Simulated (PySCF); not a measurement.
## Bond curve of BiB

Set-up: PySCF, spin-free X2C with a Gaussian nucleus, basis sets Bi x2c-TZVPPall, B x2c-TZVPPall. Energies in eV from Bi + B in their ground configurations at the same level. State: triplet, unpaired electrons σ ↑, π ↑, a mixture of terms (⟨Lz²⟩ = 1.4).

All columns are PBE0. A positive dipole means Bi(−)B(+).

| R (Å) | E (eV) | μ (D) | Mulliken charge on Bi (basis-dependent) | HOMO (eV) | LUMO (eV) | Mayer bond order | ⟨S²⟩ |
| --- | --- | --- | --- | --- | --- | --- | --- |
| 1.832 | -1.236 | -1.24 | 0.16 | -6.35 | -4.35 | 2.37 | 2.01 |
| 1.917 | -1.817 | -1.26 | 0.15 | -6.18 | -4.22 | 2.32 | 2.01 |
| 2.002 | -2.134 | -1.25 | 0.14 | -6.03 | -4.09 | 2.27 | 2.01 |
| 2.066 | -2.245 | -1.23 | 0.13 | -5.92 | -4.01 | 2.23 | 2.01 |
| 2.130 | -2.273 | -1.20 | 0.13 | -5.83 | -3.93 | 2.18 | 2.01 |
| 2.194 | -2.239 | -1.16 | 0.12 | -5.74 | -3.86 | 2.13 | 2.01 |
| 2.279 | -2.123 | -1.08 | 0.11 | -5.63 | -3.76 | 2.06 | 2.01 |
| 2.386 | -1.907 | -0.96 | 0.09 | -5.50 | -3.66 | 1.95 | 2.01 |
| 2.513 | -1.598 | -0.85 | 0.07 | -5.36 | -3.54 | 1.76 | 2.08 |
| 2.684 | -1.200 | -0.96 | 0.07 | -5.26 | -3.57 | 1.42 | 2.35 |

A fit through these points gives, at Re = 2.124 Å, μ = -1.20 D and dμ/dR = 0.551 D/Å; the reduced mass is 10.46 u.

Question: How strong is the fundamental in the double-harmonic approximation, I = 42.26·(dμ/dR)²/μred km/mol?

Answer: I = 42.26·(0.551)²/10.46 = 1.23 km/mol at PBE0.

⟨S²⟩ of the unrestricted solution departs from its pure value on part of the curve, where spin states mix. Spin–orbit coupling is left out, which matters for elements this heavy, above all for dissociation energies. The state was picked by a PBE0 search and need not be the measured ground state.
